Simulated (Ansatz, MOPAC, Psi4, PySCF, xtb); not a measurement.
Noncovalent pair: HF (SMILES F) (first 2 atoms) with H2 (SMILES [H][H]); geometry from B3LYP-D3(BJ)/def2-TZVP.
(charge 0, multiplicity 1):
```xyz
4

F     -0.082     0.194    -0.504
H     -0.069     0.099     0.418
H     -0.091    -0.460     2.309
H      0.008     0.277     2.380
```

| level | interaction energy (kcal/mol) | minus CCSD(T)/CBS(aug-cc-pVTZ, aug-cc-pVQZ) | cost |
|---|---|---|---|
| PM7 | -0.59 | 0.49 | - |
| GFN1-xTB | -0.27 | 0.80 | - |
| GFN2-xTB | -0.94 | 0.14 | - |
| HF/3-21G (no counterpoise) | 0.49 | 1.57 | - |
| HF/6-31G* | 0.76 | 1.84 | - |
| HF/6-31G* (no counterpoise) | 0.56 | 1.64 | - |
| HF/aug-cc-pVDZ | -0.32 | 0.76 | - |
| HF/aug-cc-pVTZ | -0.25 | 0.82 | - |
| BLYP/def2-TZVPPD | -0.74 | 0.33 | ×0.8 |
| revPBE-D4/def2-TZVPPD | -0.97 | 0.10 | ×0.8 |
| B3LYP/def2-TZVPPD | -0.95 | 0.13 | ×1 |
| M06-2X/6-31G* (no counterpoise) | -0.27 | 0.81 | - |
| wB97M-V/def2-TZVPPD | -1.09 | -0.01 | ×3 |
| B2PLYP/def2-TZVPPD | -0.97 | 0.10 | ×1 |
| MP2/aug-cc-pVDZ | -0.79 | 0.29 | - |
| MP2/CBS(aug-cc-pVTZ, aug-cc-pVQZ) | -1.03 | 0.04 | - |
| SCS-MP2/aug-cc-pVTZ | -0.73 | 0.35 | - |
| CCSD/aug-cc-pVTZ | -0.87 | 0.20 | - |
| CCSD(T)/CBS(aug-cc-pVTZ, aug-cc-pVQZ) | -1.08 | 0.00 | ×700* |
| SAPT0/jun-cc-pV(D+d)Z | -0.76 | 0.31 | - |

 The comparison column counts from a level with limits of its own.

The rows run from -1.09 (wB97M-V/def2-TZVPPD) to 0.76 kcal/mol (HF/6-31G*). The 4 functionals in def2-TZVPPD without D3 or D4 span 0.34, from wB97M-V to BLYP.

Interaction energies are E(AB) − E(A) − E(B) at the monomers' geometry in the complex; basis-set methods are counterpoise corrected. Rows marked so take none.

Cores are frozen in the correlated methods. CBS(a, b) extrapolates the correlation energy as X⁻³ and adds the Hartree–Fock energy of set b. Rows in 3-21G, 6-31G* carry no dispersion term and start afresh at each structure (6-31G* with six Cartesian d functions). The state that PM7 reach isn't checked; PM7 holds dispersion and hydrogen-bond terms.

Programs: Ansatz (a quantum-chemistry and plane-wave program) with Gaussian orbitals; MOPAC for PM7 (differences of heats of formation); Psi4 for SAPT; PySCF for 3-21G rows, 6-31G* rows, the dispersion terms; xtb for the GFN methods. Values without a source in brackets are computed.

Costs are rough ratios of core time to PBE/def2-TZVPPD (about 1.0 s over the structures, on one shared machine); a dash marks a level with no comparable run of its own. A star marks coupled-cluster runs past 200 virtual orbitals, where the program's memory plan changes under this machine's limit, so their costs aren't comparable with smaller runs.
